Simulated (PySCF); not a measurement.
CH3NO2Si.
Atom-mapped SMILES: `[N:1]#[C:2][SiH:3]([OH:4])[OH:5]` (hydrogens: H6 on Si3; H7 on O4; H8 on O5)

Computed, not measured: PySCF, PBE0-D3(BJ)/def2-SVP geometry optimisation, gas phase.

**Question.** Give the optimised bond lengths and angles.

**Answer.** 
| bond | length (Å) | order |
| --- | --- | --- |
| N1≡C2 | 1.160 | triple |
| C2–Si3 | 1.871 | single |
| Si3–O4, Si3–O5 | 1.645 | single |
| Si3–H6 | 1.472 | single |
| O4–H7, O5–H8 | 0.962 | single |

Bonds in one row agree within 0.01 Å and their mean is given. Orders are formal, as drawn. A selection of angles:
| angle | degrees |
| --- | --- |
| N1–C2–Si3 | 178.2 |
| C2–Si3–O4 | 109.5 |
| C2–Si3–O5 | 105.2 |
| C2–Si3–H6 | 109.8 |
| O4–Si3–O5 | 113.3 |
| O4–Si3–H6 | 106.5 |
| O5–Si3–H6 | 112.5 |
| Si3–O4–H7 | 118.6 |

Torsions: H7–O4–Si3–C2 -64° (synclinal); H8–O5–Si3–C2 4° (synperiplanar). The mirror-image conformer, all signs reversed, is as good.

Si3 (oxygen-bound silicon) is distorted tetrahedral (angles from 105.2° to 113.3°).

Not checked by PBE0-D3(BJ)/def2-SVP frequencies. The numbers are those of one conformer (C2–Si3–O4–H -64°, C2–Si3–O5–H 4°).
